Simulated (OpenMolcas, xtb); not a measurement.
GaHBr (SMILES [GaH][Br]): the dipole moment, rung by rung

GaHBr has 3 atoms, charge 0, and is taken as a doublet. SMILES: `[GaH][Br]`. The shape comes from GFN2-xTB, which is rough for such elements, and wasn't checked as a minimum.

```jsonl
{"atom": "Ga", "x (Å)": "-0.4938", "y (Å)": "0.5984", "z (Å)": "-0.2250"}
{"atom": "Br", "x (Å)": "1.5828", "y (Å)": "0.4658", "z (Å)": "0.9238"}
{"atom": "H", "x (Å)": "-1.0890", "y (Å)": "-1.0643", "z (Å)": "-0.6988"}
```

Each level gives the dipole moment (D). The values are calculated.

```
                                     level            kind     program  value (D)   CPU time
                                  GFN2-xTB  semi-empirical         xtb       5.48  under 2 s
                                  GFN0-xTB  semi-empirical         xtb       5.51  under 2 s
                                  GFN1-xTB  semi-empirical         xtb       3.64  under 2 s
                              UHF/ANO-S-MB    Hartree–Fock  OpenMolcas       3.19      5.6 s
                                UHF/STO-3G    Hartree–Fock  OpenMolcas       1.68      4.4 s
                                 UHF/3-21G    Hartree–Fock  OpenMolcas       3.16      2.4 s
                              UHF/def2-SVP    Hartree–Fock  OpenMolcas       2.57      5.5 s
                               UBLYP/3-21G             GGA  OpenMolcas       1.65      6.2 s
UBPW91/def2-SV(P) (Cholesky decomposition)             GGA  OpenMolcas       1.82      3.8 s
       UBP86/6-31G** (spherical functions)             GGA  OpenMolcas       1.93       16 s
```

All-electron rows without a relativistic Hamiltonian named are non-relativistic. The values span 1.65 to 5.51 D. Sets without polarisation functions give poor dipoles. Without the sets that lack polarisation functions the rows with a basis span only 1.82 to 2.57 D. Times are those of the runs behind each value, whatever else they computed, on shared processors of several kinds: orders of magnitude only.
